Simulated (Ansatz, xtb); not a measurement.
Pair of molecules: NH3 (SMILES N) (first 4 atoms) with PH3 (SMILES P); geometry from B3LYP-D3(BJ)/def2-TZVP, rigid monomers moved along the line of their centres of mass till N1···P5 is 3.71 Å.
(charge 0, multiplicity 1):
```xyz
8

N     -0.064    -0.116     0.076
H     -0.906    -0.681     0.077
H     -0.342     0.836    -0.131
H      0.520    -0.439    -0.686
P     -0.079     0.526     3.727
H      1.166     1.026     3.279
H      0.280     0.598     5.103
H      0.308    -0.829     3.600
```

Interaction energies are E(AB) − E(A) − E(B) at the monomers' geometry in the complex; basis-set methods are counterpoise corrected.

Run with Ansatz (a program for electronic structure) with Gaussian orbitals; xtb for the GFN methods. 

Q: One of these levels gives -65.8 meV for the interaction energy. Which one is it?
A) HF/aug-cc-pV(D+d)Z
B) GFN-FF
C) PBE/def2-TZVPPD

A: B, GFN-FF. The others give -26.4 (HF/aug-cc-pV(D+d)Z), -46.4 (PBE/def2-TZVPPD)
